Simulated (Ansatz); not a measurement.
Geometry optimisation, Ansatz 0.2.0, RKS B3LYP/STO-3G.

Input:

```yaml
crystal:
  periodic: [false, false, false]
  atoms:
    - { symbol: B, position_ang: [0.4578, 1.4007, -0.9553] }
    - { symbol: C, position_ang: [0.5467, -0.0747, -0.5207] }
    - { symbol: Si, position_ang: [2.2329, -0.3663, 0.1449] }
    - { symbol: Si, position_ang: [-0.6441, -0.4629, 0.7907] }
    - { symbol: C, position_ang: [-2.439, -0.3234, 0.0731] }
    - { symbol: H, position_ang: [0.5416, 2.3327, -0.1804] }
    - { symbol: H, position_ang: [0.1835, 1.7113, -2.0865] }
    - { symbol: H, position_ang: [0.4267, -0.7159, -1.4026] }
    - { symbol: H, position_ang: [2.4963, 0.5142, 1.3687] }
    - { symbol: H, position_ang: [3.2657, -0.0628, -0.8543] }
    - { symbol: H, position_ang: [2.3864, -1.7758, 0.5821] }
    - { symbol: H, position_ang: [-0.4974, -1.8467, 1.2737] }
    - { symbol: H, position_ang: [-0.6133, 0.4728, 1.9158] }
    - { symbol: H, position_ang: [-3.2091, -0.5729, 0.8875] }
    - { symbol: H, position_ang: [-2.6147, 0.7134, -0.2352] }
    - { symbol: H, position_ang: [-2.543, -0.9663, -0.7571] }
basis:
  gaussian: { orbitals: STO-3G }
hamiltonian:
  xc: b3lyp
relax:
  f_tol: 0.02
  max_steps: 40
scf:
  lower_state_search: "off"
```

Run as:

```bash
$ ansatz run input.yaml --threads 1 --pin off --max-ram 2048MiB --backend cpu --events-out ev --progress --plain --runs-dir out
```

Q: Where does it end, and by what steps?

A: It converged. Limits of this set-up: minimal basis. After 5 steps the energy has fallen by 0.509 eV; H10 moved furthest, 0.12 Å.

| step | energy less start (eV) | largest force component (eV/Å) | accepted |
| --- | --- | --- | --- |
| 0 | 0.0000 | 3.345 | yes |
| 1 | -0.4077 | 1.259 | yes |
| 2 | -0.4930 | 0.413 | yes |
| 3 | -0.4966 | 0.325 | yes |
| 4 | -0.5084 | 0.029 | yes |
| 5 | -0.5087 | 0.015 | yes |

```xyz
16
Properties=species:S:1:pos:R:3
B 0.436 1.391 -1.000
C 0.566 -0.072 -0.537
Si 2.301 -0.329 0.184
Si -0.729 -0.477 0.786
C -2.473 -0.286 0.119
H 0.527 2.268 -0.223
H 0.253 1.672 -2.125
H 0.442 -0.779 -1.369
H 2.485 0.480 1.366
H 3.315 0.021 -0.783
H 2.470 -1.720 0.539
H -0.535 -1.843 1.223
H -0.546 0.391 1.927
H -3.214 -0.565 0.879
H -2.679 0.749 -0.182
H -2.640 -0.925 -0.757
```

Whether the end is a true minimum wasn't checked by a vibrational analysis.

The run took 17 s on 1 thread of Arm Neoverse V1 (shared host), peak memory 0.13 GiB.
